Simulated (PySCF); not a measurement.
# Ionising CoCl

r²SCAN; Co def2-TZVPPD, Cl def2-TZVPPD; no relativity (PySCF 2.14). Neutral (UKS): triplet (σ ↑, δ ↑), Re = 2.115 Å, ωe = 402 cm⁻¹, HOMO -4.59 eV, LUMO -3.55 eV.

CoCl⁺ (UKS): quartet (π ↑↑, δ ↑), Re = 2.025 Å, ωe = 479 cm⁻¹. The energies at the minima are -1842.96290 hartree for CoCl and -1842.65050 for CoCl⁺.

Task: Work out the adiabatic ionisation energy, without and with harmonic zero-point energies (1 hartree = 27.2114 eV, 1 eV = 8065.5 cm⁻¹), and the change of the bond length.

Result: At r²SCAN: 0.31240 hartree = 8.501 eV between the minima; the zero-point term (479.0 − 402.0)/2 cm⁻¹ = +0.005 eV makes it 8.506 eV. Re changes by -9.0 pm against the neutral. More than one orbital changes its filling between the two states.

CoCl⁻ (UKS): quartet (σ ↑, π ↑, δ ↑), Re = 2.220 Å, ωe = 301 cm⁻¹. The energies at the minima are -1842.96290 hartree for CoCl and -1843.01386 for CoCl⁻.

Task: Work out the adiabatic electron affinity, without and with harmonic zero-point energies (1 hartree = 27.2114 eV, 1 eV = 8065.5 cm⁻¹), and the change of the bond length.

Result: At r²SCAN: 0.05096 hartree = 1.387 eV between the minima; the zero-point term (402.0 − 301.0)/2 cm⁻¹ = +0.006 eV makes it 1.393 eV. Re changes by +10.5 pm against the neutral. More than one orbital changes its filling between the two states.

De is left out where the level can put another filling of the metal’s s and d shells below the measured ground configuration, by anything from nothing to about 1 eV. The highest Kohn–Sham level is positive in this anion. Much of that is self-interaction error, but it also means that the finite basis helps to hold the extra electron. With d or f electrons several states lie close, and the lowest PBE0 determinant need not be the measured ground state.
